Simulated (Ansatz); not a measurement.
Energy profile

The step: BH₃O₂ ([OH][BH][OH]) + H₂O → BH₃O₃ ([OH][B]([OH])[OH]) + H₂; bonds formed: B1–O6, H2–H5; bonds broken: B1–H2, H5–O6 (atoms numbered as in the saddle structure below).

```xyz
9
angstrom
B -0.1637 0.0087 0.1560
H -0.4131 1.3123 -0.3333
O -1.2910 -0.7846 0.0569
O 0.4852 0.0840 1.3788
H 0.3922 0.9016 -0.9077
O 0.9055 -0.1763 -1.0057
H -1.6440 -0.8585 -0.8301
H -0.0511 -0.2876 2.0817
H 1.7800 -0.1996 -0.5966
```

Electronic energies by CCSD(T) at an estimated basis limit (MP2 extrapolated from triple and quadruple zeta, plus CCSD(T) − MP2 in triple zeta), on PBE0-D4/def2-TZVP structures; BH$_{5}$O$_{3}$, singlet; no counterpoise correction. Program: Ansatz 0.2.0. Basis: def2-TZVPP and def2-QZVPP. Cores are frozen in the correlated methods. Extrapolation: Hartree–Fock as exp(−7.88 √X), correlation as X^−2.97.

Give the profile in eV, counted from the separated reactants. (To be estimated.)

By the calculation:
```
                                                                                                                    point      eV
    separated: BH$_{3}$O$_{2}$ (linked as [OH][BH][OH]; B1, H2, O3, O4, H7, H8; singlet) + H$_{2}$O (H5, O6, H9; singlet)   0.000
                                                                                                          start structure  -0.188
                                                                                                                   saddle   1.426
                                                                                                            end structure  -1.070
separated: BH$_{3}$O$_{3}$ (linked as [OH][B]([OH])[OH]; B1, O3, O4, O6, H7, H8, H9; singlet) + H$_{2}$ (H2, H5; singlet)  -1.026
```

T1 diagnostic: at most 0.013.

The step is the kind of ligand exchange by which a precursor binds to a hydroxyl group, or is hydrolysed, in atomic layer deposition of oxides.

For scale, one of the runs: CCSD(T)/def2-TZVPP, 194 basis functions, launched by `ansatz run in.yaml --threads 4 --pin off --events-out ev --progress --plain --max-ram 9574MiB`. Time: 31 s of wall clock on 4 CPU threads of an Intel Xeon Platinum 8259CL; the host was shared. Peak host memory: 2.5 GiB.
